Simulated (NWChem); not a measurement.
Species: C2HClF4; SMILES FC(F)C(F)(Cl)F

```xyz
8

F      1.4697     1.1384     0.2505
C      0.3371     0.9863    -0.4427
F     -0.4492     2.0509    -0.2332
C     -0.4057    -0.2618     0.0557
F     -0.6964    -0.1403     1.3446
F     -1.5439    -0.3797    -0.6258
Cl     0.5851    -1.7032    -0.2029
H      0.5604     0.8931    -1.5192
```
Atoms are numbered in this order, from 1.

Geometry: optimised at PBE0/def2-SVP.

Problem. Give the principal values of the shielding tensors (ppm) of F1, C2, F3, C4, F5 from KT2/pcSseg-1, GIAO (NWChem), with their diamagnetic and paramagnetic parts as GIAO splits them.

Solution. 
```tsv
atom	σ11	σ22	σ33	isotropic	diamagnetic	paramagnetic
F1	209.1	334.3	389.8	311.0	476.1	-165.0
C2	51.0	76.5	80.8	69.4	242.6	-173.2
F3	218.8	338.4	361.6	306.2	475.6	-169.3
C4	34.9	57.8	64.8	52.5	245.8	-193.3
F5	159.6	283.9	302.8	248.8	477.3	-228.6
```
